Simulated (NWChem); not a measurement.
# SnHF, singlet; SMILES [SnH][F]

Results from NWChem. Low-valent species are run as closed-shell singlets; no triplet was tried in these runs. def2 effective core potentials on Sn; no spin-orbit coupling. Each level has its own optimisation; frequencies are unscaled.

| level | r H–Sn (Å) | r F–Sn (Å) | highest harmonic frequency (cm⁻¹) | lowest (cm⁻¹) | zero-point energy (kcal/mol) |
|---|---|---|---|---|---|
| Hartree-Fock/STO-3G (all-electron, non-relativistic) | 1.663 | 1.867 | 2177 | 681 | 5.4 |
| LDA (Slater exchange, VWN5)/def2-SVP (core potentials) | 1.806 | 1.954 | ? | ? | 4.1 |
| PBE0/def2-SVP (core potentials) | 1.794 | 1.960 | 1701 | 608 | 4.2 |

Question: Some entries are withheld; supply them.

Answer: 
- LDA (Slater exchange, VWN5)/def2-SVP (core potentials), highest harmonic frequency (cm⁻¹): 1642
- LDA (Slater exchange, VWN5)/def2-SVP (core potentials), lowest (cm⁻¹): 600
